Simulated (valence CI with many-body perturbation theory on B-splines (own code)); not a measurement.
Results of a calculation; reference values are marked as such.
**Sensitivity of CI+MBPT for In35+**

Level of theory: configuration interaction combined with many-body perturbation theory (CI+MBPT): four valence electrons over a frozen Dirac-Fock core [Ne], a basis of 6 s, 6 p, 5 d, 3 f, 1 g functions for each j, with the one-electron correlation potential Σ1 (screened to all orders), the two-electron term Σ2, the three-electron term Σ3, Breit, model QED; selected single and double excitations, second order for the rest, scaled by the run's own slope (own B-spline code, finite nucleus).

No measured spectrum was set against this ion. As an estimate, large intervals hold to a few tenths of a per cent, small ones and those within an open d or f shell to about a per cent.

The reference run has the lowest level (3s^2 3p1/2^2) J=0 and an ionisation energy of 2315.51 eV. Its largest variational space holds 9999 state functions.

Levels are named by their leading jj configuration (3d3/2^4 stands for four electrons in 3d with j = 3/2), which in mixed levels can hold well under half, so a name can repeat and another be missing. Letters in brackets count levels of one name in rising energy.

Changed runs:
A. QED terms on → off
B. lowest core n in screening and Σ2 1 → 2; scale of Σ1 1 → 0
C. highest l in the core sums 6 → 3; scale of Σ1 1 → 0.8
D. correlating orbitals by l 3 3 3 2 1 → 2 2 1 1 0; natural orbitals for correlation on → off (bad on purpose)

Excitation energies of the reference run in cm⁻¹, and shifts in cm⁻¹:

```tsv
Level	Reference	A	B	C	D
(3s^2 3p1/2 3p3/2) J=1	363846	-764	-494	-90	-508
(3s^2 3p1/2 3p3/2) J=2	409014	-768	-508	-94	+139
(3s^2 3p3/2^2) J=2	805601	-1476	-1005	-181	-127
(3s^2 3p3/2^2) J=0	906118	-1436	-1033	-185	+730
(3s 3p1/2^2 3p3/2) J=2	1065630	+6874	+1100	+195	-1152
(3s 3p1/2^2 3p3/2) J=1	1208560	+6261	+1094	+70	+68
(3s 3p1/2 3p3/2^2) J=2 [a]	1389230	+5130	+641	-74	-1405
(3s^2 3p1/2 3d3/2) J=2	1402340	+693	+951	-886	+106
(3s 3p1/2 3p3/2^2) J=3	1465070	+4662	+590	-166	-704
(3s 3p1/2 3p3/2^2) J=0	1573530	+5729	+606	+14	-1.5
(3s^2 3p1/2 3d3/2) J=1	1573700	+3068	+876	-464	+916
(3s^2 3p1/2 3d5/2) J=2	1604600	+2311	+576	-603	+443
Ionisation energy (eV)	2315.51	-0.06	-0.96	-0.17	-0.29
```
